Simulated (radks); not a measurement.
Values are calculated unless marked as measured or tabulated.
Species: Ta III. Configuration: [Xe] 4f14 5d3 (the NIST ground configuration). Code: a radial shooting solver on a logarithmic mesh with Libxc functionals. Model: scalar-relativistic Kohn-Sham, Wu-Cohen GGA, spin-unpolarised, spherical densities, finite nucleus; Fermi nuclear charge, rms radius 5.3507 fm.

Normalised radial functions P(r) = r R(r), r in bohr:

```
   r/bohr * 5s (the largest magnitude, 1.13, reaches the edge; | marks zero)
0.0009204                             |*
 0.001237                             | *
  0.00165                             | *
 0.002219                             |  *
  0.00296                             |  *
 0.003979                             |   *
 0.005307                             |   *
 0.007135                             |   *
 0.009517                             |   *
  0.01279                             |   *
  0.01707                             | *
  0.02294                             *
   0.0306                          *  |
  0.04114                       *     |
  0.05487                      *      |
  0.07378                         *   |
   0.0984                             |  *
   0.1323                             |        *
   0.1764                             |        *
   0.2372                            *|
   0.3164                *            |
    0.422                *            |
   0.5674                             |  *
   0.7567                             |                    *
    1.017                             |                          *
    1.357                             |                   *
    1.824                             |        *
    2.433                             |  *
    3.272                             *
    4.364                             *
    5.867                             *
```

5s: eigenvalue -88.539 eV, 4 radial nodes at r = 0.0223, 0.0888, 0.231, 0.543 bohr, <r> = 1.10 bohr, 90 % of the charge inside 1.58 bohr.
